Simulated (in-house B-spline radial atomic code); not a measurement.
Configurations of K II (K+), with energies counted from [Ne] 3s2 3p6. Method: Dirac-Hartree-Fock, average of configuration, Fermi nucleus of rms radius 3.4349 fm. Calculated with an all-electron radial atomic-structure program (B-spline basis). Energies include first-order Breit, QED and recoil terms.

Occupations are held fixed; configurations that lie above the ionisation limit could autoionise.

```tsv
configuration	E - E(ref) (eV)	highest orbital	its <r> (bohr)
[Ne] 3s2 3p5 5s1	25.52	5s1/2	8.096
[Ne] 3s2 3p5 5f1	28.438	5f5/2	15.69
[Ne] 3s2 3p5 7d1	29.324	7d5/2	30.01
[Ne] 3s2 3p5 7g1	29.509	7g9/2	31.75
[Ne] 3s1 3p6 3d1	42.961	3d5/2	2.408
[Ne] 3s1 3p6 6p1	49.86	6p3/2	15.69
[Ne] 3s1 3p6 5f1	50.218	5f5/2	15.68
[Ne] 3s1 3p6 5g1	50.224	5g9/2	13.75
[Ne] 3s1 3p6 6d1	50.572	6d5/2	20.84
[He] 2s2 2p5 3s2 3p6 4d1	303.68	4d5/2	7.132
[He] 2s2 2p5 3s2 3p6 6f1	306.89	6f5/2	23.93
[He] 2s2 2p5 3s2 3p6 6g1	306.89	6g9/2	22
[He] 2s2 2p5 3s2 3p6 7f1	307.29	7f5/2	33.66
```

Order these further configurations by energy, lowest first.
A. [He] 2s2 2p5 3s2 3p6 5d1
B. [Ne] 3s1 3p6 6g1
C. [He] 2s2 2p5 3s2 3p6 3d1
D. [Ne] 3s2 3p5 4s1
E. [Ne] 3s2 3p5 4d1

D (19.772 eV), E (26.125 eV), B (50.889 eV), C (298.32 eV), A (305.6 eV).

How far above the reference does [He] 2s2 2p5 3s2 3p6 5s1 lie?

303.21 eV; its least bound orbital is 5s1/2 with <r> = 7.948 bohr.

How far above the reference does [He] 2s2 2p5 3s2 3p6 6d1 lie?

306.54 eV; its least bound orbital is 6d5/2 with <r> = 20.43 bohr.

How far above the reference does [Ne] 3s1 3p6 7p1 lie?

50.686 eV; its least bound orbital is 7p3/2 with <r> = 23.41 bohr.

One of these lies 27.21 eV from the reference. Which?
A. [Ne] 3s1 3p6 4d1
B. [Ne] 3s2 3p5 7s1
C. [Ne] 3s2 3p5 4f1
D. [Ne] 3s2 3p5 5g1

C.
